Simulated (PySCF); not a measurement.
Species: C₆H₁₂O₃Si.
Geometry (GFN2-xTB, Å), atoms numbered from 1 in this order:
```
atom  x, y, z in Å
C1     3.205    1.007   -0.681
O2     2.118    0.444    0.007
C3     1.651   -0.748   -0.579
C4     0.493   -1.292    0.245
C5    -0.611   -0.255    0.408
O6    -1.726   -0.899    1.041
C7    -2.846   -0.061    1.084
C8    -3.050    0.632   -0.254
O9    -4.065    1.194   -0.575
Si10  -1.373    0.469   -1.193
H11    4.058    0.317   -0.710
H12    2.932    1.269   -1.711
H13    3.485    1.907   -0.138
H14    1.317   -0.547   -1.611
H15    2.463   -1.491   -0.622
H16    0.856   -1.587    1.230
H17    0.082   -2.174   -0.247
H18   -0.241    0.544    1.069
H19   -3.708   -0.673    1.360
H20   -2.722    0.733    1.841
H21   -0.842    1.757   -1.621
H22   -1.486   -0.528   -2.256
```

Definitions: NICS(0) = −σiso at the ring centroid; NICS(1) = −σiso and NICS(1)zz = −σzz at ±1 Å along the ring normal z. Level: GIAO PBE0/pcSseg-1 (PySCF, non-relativistic, gas phase) on the GFN2-xTB geometry, one conformer.

Ring bond lengths (Å), with Mayer bond orders in brackets: C5–O6 1.435 (0.84), O6–C7 1.399 (0.94), C7–C8 1.521 (0.92), C8–Si10 1.928 (0.82), Si10–C5 1.916 (0.87).

**Question.** Give the NICS values of each ring in ppm.

**Answer.** 
```csv
ring,type,NICS(0),"NICS(1), two faces","NICS(1)zz, two faces",rms pucker (Å),"centre to ring atoms, mean (Å)"
C5–O6–C7–C8–Si10,5-membered ring with O and Si; formal bonds all single,1.6,-1.5 / -1.6,-1.6 / -2.0,0.19,1.36
```

**Question.** What can be read from them?

**Answer.** 
- C5–O6–C7–C8–Si10: mean NICS(1)zz -1.8 ppm, near zero. C5, C7, Si10 have four or more neighbours; no verdict on aromaticity is drawn.

**Question.** At the first NICS(1) probe listed for ring C5–O6–C7–C8–Si10, 1 Å off the ring, what do the in-plane components average?

**Answer.** The isotropic value is a third of the trace: (3 × -1.5 − (-1.6))/2 = -1.4 ppm.

**Question.** List the ring angles and the Hirshfeld charges of the ring atoms.

**Answer.** 
- C5–O6–C7–C8–Si10: C5 103.2° (-0.044 e), O6 111.6° (-0.140 e), C7 110.6° (-0.014 e), C8 105.9° (+0.077 e), Si10 88.3° (+0.312 e); sum 519.6° against 540° for a flat convex ring.

**Question.** How shielded are the nuclei of the rings and their hydrogens (means over atoms taken as equivalent)?

**Answer.** 
| atoms | environment | σ isotropic (ppm) |
| --- | --- | --- |
| C5 | sp3 carbon bound to oxygen | 108.2 |
| O6 | cyclic ether oxygen | 285.5 |
| C7 | sp3 carbon bound to oxygen | 101.7 |
| C8 | carbonyl carbon | -70.1 |
| Si10 | SiH2 silicon | 426.8 |
| H18 | methine hydrogen | 27.18 |
| H19 | methylene hydrogen | 27.57 |
| H20 | methylene hydrogen | 28.01 |
| H21 | Si–H hydrogen | 27.88 |
| H22 | Si–H hydrogen | 27.93 |
